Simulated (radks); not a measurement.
The numbers below are computed, except where a source is named.
Effect of the nuclear size on the calcium ion Ca+, [Ar] 4s1. Code: a radial shooting solver on a logarithmic mesh with Libxc functionals. Model: Dirac Kohn-Sham, BLYP, spin-unpolarised, spherical densities, finite nucleus; Fermi nuclear charge, rms radius 3.4776 fm. The rms radius is varied about that value; shifts are against it.

rms radius (fm)  total energy shift (eV)  density at nucleus (e/bohr^3)  1s1/2 shift (meV)  2s1/2 shift (meV)  2p1/2 shift (meV)
2.9351                          -0.00870                           6194              -3.67             -0.290              0.045
3.2098                          -0.00447                           6179              -1.89             -0.149              0.023
3.4776                                 0                           6166              0.000              0.000              0.000
3.7975                           0.00580                           6152               2.45              0.193             -0.030
4.1001                            0.0117                           6140               4.95              0.392             -0.061

Slopes of the eigenvalues against <r^2> in GHz/fm^2, as finite differences over the two radii next to the reference (eigenvalue slopes, not the field-shift constants of lines): 1s1/2 254, 2s1/2 20.1, 2p1/2 -3.12.
